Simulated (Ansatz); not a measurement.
CH3GaSe, SMILES `[CH2]1[GaH][Se]1`, relaxed with RKS PBE0-D4/def2-TZVP in Ansatz 0.2.0 from a GFN2-xTB geometry. The force threshold is 0.005 eV/Å; the program also tests the step.

The species carries charge 0 and has multiplicity 1.

Start:

```xyz
6

C     0.135    0.701    0.453
Ga    0.114   -1.104   -0.368
Se   -1.313    0.489   -1.174
H    -0.445    0.975    1.332
H     0.810    1.497    0.146
H     0.699   -2.558   -0.390
```

Problem. How much energy does the relaxation release, and in how many steps? (Best estimate.)

Solution. Ansatz gave: 3.08 kcal/mol, in 7 steps, 2 of them rejected.

Problem. Which bonds change most? (An estimate is asked.)

Solution. The calculation gave: C1–Se3 from 2.189 to 2.044 Å; C1–Ga2 from 1.983 to 1.932 Å; Ga2–H6 from 1.567 to 1.533 Å; C1–H5 from 1.088 to 1.085 Å.

Problem. Give the relaxed structure. (Estimate.)

Solution. Computed: 
```xyz
6

C     0.062    0.729    0.387
Ga    0.172   -1.076   -0.293
Se   -1.275    0.475   -1.139
H    -0.437    0.936    1.328
H     0.822    1.462    0.138
H     0.657   -2.525   -0.421
```
